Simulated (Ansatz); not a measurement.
`C=NB(O)F` + H₂ → `C=NBF` + H₂O at 500 K and 1 bar (hydrogenolysis of a B–O bond).

Gas-phase electronic energies from Ansatz, PBE0-D4/def2-TZVP geometries. CCSD(T)/CBS is the MP2 limit (def2-TZVPP, def2-QZVPP) plus CCSD(T) − MP2 in def2-TZVPP, frozen cores. This one scheme is used for every species. Each species was taken in one conformer, which may not be the lowest.

| species | CCSD(T)/CBS energy (Eh) | H − E (kJ/mol) | S (J/(mol·K)) |
| --- | --- | --- | --- |
| `C=NB(O)F` | -294.43506 | 175.3 | 357.2 |
| H₂ | -1.17544 | 41.0 | 145.5 |
| `C=NBF` | -219.19469 | 151.8 | 332.2 |
| H₂O | -76.37941 | 73.2 | 206.3 |

H − E and S are ideal-gas, rigid-rotor, harmonic terms from PBE0-D4/def2-TZVP, for one conformer and one mirror image of each species. The MP2-based limit puts H₂ 0.8 mEh under its directly extrapolated value; such offsets cancel only in part. 1 Eh = 2625.50 kJ/mol, R = 8.31446 J/(mol·K).

Task: By hand: ΔE, ΔH, ΔS and ΔG.

Result: ΔE = (-219.19469) + (-76.37941) − (-294.43506) − (-1.17544) = 0.03640 Eh = 95.6 kJ/mol. Δ(H − E) = 151.8 + 73.2 − 175.3 − 41.0 = 8.7, so ΔH = 104.3 kJ/mol. ΔS = 332.2 + 206.3 − 357.2 − 145.5 = 35.8 J/(mol·K). ΔG = 104.3 − 500 × (35.8)/1000 = 86.4 kJ/mol.

Task: By hand: the equilibrium constant, and the temperature at which ΔG would vanish if ΔH and ΔS stayed fixed.

Result: log₁₀ K = −ΔG/(RT ln 10) = -9.0. ΔG = 0 at ΔH/ΔS = 2913 K, far beyond where these terms or the molecules hold.

ΔH outweighs TΔS. A doubt of 5 kJ/mol in ΔE shifts log₁₀ K by 0.5 here. Other conformers and mirror images would add mixing entropy, several J/(mol·K) or more a flexible species. These are equilibria of isolated gas molecules and say nothing of rates. Largest T1 diagnostic: 0.014 (customary marks: 0.02 for closed shells, 0.045 for open ones).
